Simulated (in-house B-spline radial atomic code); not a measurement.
Results of a calculation; reference values are marked as such.
## How size changes two electrons in a hard-walled Ge dot

For Ge the NSM archive of the Ioffe Institute lists m_l = 1.6 m0, m_t = 0.08 m0 and ε = 16.2; the model takes one isotropic valley with the conductivity mass 3/(1/m_l + 2/m_t) = 0.117 m0, and so misses anisotropy and the other valleys. All triplets below are those of one valley; with several valleys two electrons can form a triplet in the 1s orbital itself, at an energy set by the valley splitting.

Effective-mass model with parabolic bands, a uniform dielectric constant, no image charges, no central-cell or spin-orbit terms. Two-electron levels come from full CI in B-splines with partial waves to l = 5 (up to 0.001 effective hartree above the limit).

Ha* = 12.13 meV, a* = 7.327 nm.

```
R (nm)  s-p spacing (meV)  J_ss (meV)  charging energy, CI (meV)  gap to the lowest triplet, CI (meV)  leading natural occupation
  7.62               57.9        20.8                       20.1                                 52.4                       1.992
  11.3               26.4        14.1                       13.3                                 22.8                       1.984
  16.6               12.1        9.55                       8.83                                  9.9                       1.967
  24.5               5.58        6.47                        5.8                                 4.19                       1.936
  36.3               2.56        4.38                       3.76                                 1.73                       1.884
  53.5               1.17        2.97                       2.43                                0.702                       1.801
  79.1              0.537        2.01                       1.55                                0.278                       1.685
   117              0.248        1.36                      0.984                                 0.11                       1.539
```

With what end-to-end powers of R do the columns change between the first and last rows?

Spacing -2.00, J_ss -1.00, charging energy -1.11, triplet gap -2.26. Kinetic energy scales as 1/R² and repulsion as 1/R, so repulsion wins in large dots and, with correlation, bends the charging energy and the triplet gap away from these laws.

Where does repulsion overtake the orbital spacing, and what happens to the ratio of triplet gap to spacing?

J_ss passes the spacing between R = 16.6 and 24.5 nm. The ratio goes from 0.90 to 0.44, while the leading occupation goes from 1.992 to 1.539.
